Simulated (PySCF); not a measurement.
# Removing an electron from `[SiH3][GeH2][CH]1CC1`

Compound: C3H10GeSi.
Geometry (PBE0-D3(BJ)/def2-SVP, Å), atoms numbered from 1 in this order:
```
atom  x, y, z in Å
Si1    2.7299   -0.3574   -0.1182
Ge2    0.6622    0.1247   -1.2025
C3    -0.6728    0.6495    0.1095
C4    -1.3667   -0.3995    0.9389
C5    -2.1328    0.3488   -0.1051
H6     3.7581   -0.8418   -1.0904
H7     2.5233   -1.4131    0.9216
H8     3.2557    0.8714    0.5547
H9     0.8544    1.2371   -2.2562
H10    0.1395   -1.1389   -1.9228
H11   -0.4508    1.5909    0.6237
H12   -1.1339   -1.4526    0.7505
H13   -1.5628   -0.1735    1.9906
H14   -2.4281   -0.1868   -1.0126
H15   -2.8594    1.0978    0.2226
```

Level: CAM-B3LYP/def2-SVPD (PySCF). Frontier orbitals with their largest atomic shares (Löwdin; up to four atoms above 4 %):

```
orbital  ε (eV)                            main atoms
 HOMO−3  -10.51    C3 27 %, C5 25 %, C4 12 %, Ge2 9 %
 HOMO−2  -10.33  Ge2 24 %, H10 20 %, C3 20 %, Si1 8 %
 HOMO−1   -9.58   C4 26 %, C3 24 %, Ge2 16 %, C5 12 %
   HOMO   -8.95                                     ?
   LUMO    1.06  Ge2 34 %, Si1 14 %, H9 10 %, H10 9 %
 LUMO+1    1.19   Si1 44 %, Ge2 12 %, H7 10 %, H6 8 %
 LUMO+2    1.46  Si1 25 %, Ge2 25 %, H6 10 %, C3 10 %
```

What vertical ionisation energy does ΔSCF give, and how far is −ε(HOMO) from it?

ΔSCF: 9.64 eV (930 kJ/mol; threshold wavelength 129 nm); ⟨S²⟩ of the doublet left behind is 0.758, against 0.75 for a pure doublet. −ε(HOMO) is 8.95 eV, 0.69 eV below it. For the exact functional −ε(HOMO) would equal the first vertical ionisation energy; CAM-B3LYP (range-separated hybrid) falls short of its own ΔSCF value by 7 %. Holes in the HOMO−1 and HOMO−2 were tried too where these lie within 1.2 eV of the HOMO; the lowest converged state counts.

On which atoms does the HOMO lie?

Si1 (SiH3 silicon) 26 %, Ge2 (germanium bonded to C, Si and 2 H) 25 %, C3 (sp3 carbon bound to germanium) 13 %, C5 (three-membered-ring carbon) 12 %, so no atom holds as much as 40 %. The HOMO−1 lies 0.63 eV lower.

Shift the occupied levels rigidly so that −ε(HOMO) equals the ΔSCF value. What binding energies result?

The shift is +0.69 eV: HOMO 9.64, HOMO−1 10.27, HOMO−2 11.02, HOMO−3 11.20 eV. A rigid shift is only a rough guide to the deeper ionisations.

What total energies stand behind the ΔSCF value?

E(N) = -2486.40766 Eh and E(N − 1) = -2486.05342 Eh at the same geometry, 0.35424 Eh apart.

Geometry: PBE0-D3(BJ)/def2-SVP, one conformer, isolated molecule. The calculation is non-relativistic, for germanium too.
